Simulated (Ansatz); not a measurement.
Basis-set extrapolation for `C[SiH](C)CCl` (PBE0-D4/def2-TZVP geometry, frozen core, Ansatz 0.2.0). Multiplicity 1, RHF reference.

```json
{"": "HF", "def2-TZVPP": "-867.372485", "def2-QZVPP": "-867.399933"}
{"": "MP2 correlation", "def2-TZVPP": "-0.849036", "def2-QZVPP": "-0.911540"}
{"": "CCSD(T) correlation", "def2-TZVPP": "-0.952818", "def2-QZVPP": "not run"}
```

Energies in hartree. Use E(X) = E(∞) + A·exp(−7.88·√X) for Hartree–Fock and E(X) = E(∞) + B·X^(−2.97) for correlation, with X = 3 and 4, and add CCSD(T) minus MP2 of the smaller set to the MP2 limit.

Q: What is the CCSD(T) energy at the basis-set limit?

A: HF limit: -867.399933 + (-0.027448) × 0.13774 = -867.40371. MP2 limit: -0.911540 + (-0.062504) × 0.74074 = -0.95784. Higher-order term: -0.952818 − (-0.849036) = -0.10378. Total: -868.46533 hartree, 3.81 eV below CCSD(T)/def2-TZVPP.
